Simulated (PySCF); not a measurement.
SMILES OC[SiH2]S at its CAM-B3LYP/def2-SVP optimised geometry (Å):

```
10

O      0.9804     0.1361     1.0922
C      0.5805    -0.6708     0.0000
Si    -1.3124    -0.6708     0.0000
S     -1.9409     1.3795     0.0000
H      1.9409     0.2152     1.0978
H      0.9548    -1.7101     0.0866
H      0.9407    -0.2738    -0.9685
H     -1.8394    -1.3192    -1.2304
H     -1.8031    -1.4173     1.1899
H     -0.9268     1.7101     0.8310
```

Computed with CAM-B3LYP/def2-TZVP (PySCF 2.14.0). Cells within 0.4 Å of a nucleus heavier than hydrogen are left out (blank, or x).

Map of the deformation density (molecule minus spherical neutral atoms) (e/bohr³) on the plane z = 0.0 Å:

```
|1111111111111111111111111111111|
|1111111111111111111111111111111|
|1111111111111111111111111111111|
|1111111111111111111111111111111|
|1111111111111111111111111111111|
|1111111111111111111111111111111|
|1111111111111111111111111111111|
|1111111100111111111111111111111|
|1111223211221111111111111111111|
|1111233xx2221111111111111111111|
|1111222xxx111111111111111111111|
|1111122xx1111111111111111111111|
|1111111233211111111111111111111|
|1111112344321110001111111111111|
|1111112344321110000000111111111|
|1111111223211121000100011111111|
|1111110011111344211100011111111|
|111110000xxx2467xxx100111111111|
|111110000xxx2567xxx210111111111|
|1111110011x013444x8521111111111|
|1111111111000122369731111111111|
|1111111111000111259821111111111|
|1111111111000011124311111111111|
|1111111111111111111001111111111|
|1111111111111111111011111111111|
|1111111111111111111111111111111|
|1111111111111111111111111111111|
|1111111111111111111111111111111|
|1111111111111111111111111111111|
|1111111111111111111111111111111|
|1111111111111111111111111111111|
```
Scale: ten equal steps from -0.019 (start of '0') to 0.097 (end of '9'), in the order '0123456789'; x runs from -4.00 to 4.00, y from -4.00 (bottom) to 4.00 (top).
